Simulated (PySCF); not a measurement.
# Electron correlation in Ti²⁺ (titanium, charge +2)

Starting occupation: [Ar] 3d2, 3d3/2 with m_j = +1/2, +3/2. Computed with PySCF 2.14 in x2c-TZVPPall-2c (6s7p4d2f1g, 70 functions), with X2C-1e with screened-nucleus spin-orbit coupling, Gaussian nucleus. Frozen: [Ne]; 10 electrons correlated; the 6 highest virtual spinors left out.

MP2 pair energies summed by pair of shells (mhartree):

```
 pair   energy  share (%)
3p-3p  -124.26       49.7
3d-3p   -72.09       28.8
3p-3s   -32.52       13.0
3d-3s   -10.43        4.2
3s-3s    -6.17        2.5
3d-3d    -4.51        1.8
```

Total MP2 correlation energy: -249.99 mhartree.

The GHF reference relaxed away from the jj start to a determinant that is no pure jj level (⟨S²⟩ = 2.00, ⟨J²⟩ = 7.85); the energies belong to that determinant.

This basis was not built for core-valence correlation, so the inner-shell part is incomplete.
